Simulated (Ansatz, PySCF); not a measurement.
Species: fluoroethane, C2H5F, net charge 0, singlet state. SMILES: CCF
Coordinates optimised at B3LYP-D3(BJ)/def2-TZVP (Ansatz, an electronic-structure program):
```xyz
8

C     -1.1844     0.1694     0.1999
C      0.3080     0.1938     0.4228
F      0.9625    -0.3908    -0.6677
H     -1.5420    -0.8555     0.0936
H     -1.6940     0.6258     1.0516
H     -1.4495     0.7268    -0.6992
H      0.5945    -0.3737     1.3112
H      0.6872     1.2141     0.5156
```
Charge 0, spin multiplicity 1.

Harmonic wavenumbers (cm⁻¹) at HF/6-31G* (Ansatz, at its own minimum) and at B3LYP-D3(BJ)/def2-TZVP (PySCF, at the structure above). 6-31G* holds six Cartesian d functions. Modes are numbered in rising order, 18 in all, and paired by that order; shown are modes over 250 cm⁻¹ that lie over 6 % from every other mode at both levels, one of each degenerate set, at most eight drawn at random. The second level is harmonic too, so this factor is not the one that brings values to measured fundamentals.

```
mode  HF/6-31G* (x)  B3LYP-D3(BJ)/def2-TZVP (y)
----  -------------  --------------------------
1               273                         255
2               440                         413
3               877                         817
4               971                         886
8              1422                        1300
```

Q: Fit one scale factor, y = λ·x, by least squares, and use it for mode 5, which lies at 1168 cm⁻¹ at HF/6-31G*.

A: λ = Σxy/Σx² = 3676750/4002183 = 0.9187; the rows scatter about it by 8 cm⁻¹ (root mean square). Prediction for mode 5: 1073 cm⁻¹. The wavenumber at B3LYP-D3(BJ)/def2-TZVP is 1056 cm⁻¹, so the fit misses by +17 cm⁻¹, against +112 cm⁻¹ without it. The fit is meant for this molecule alone.
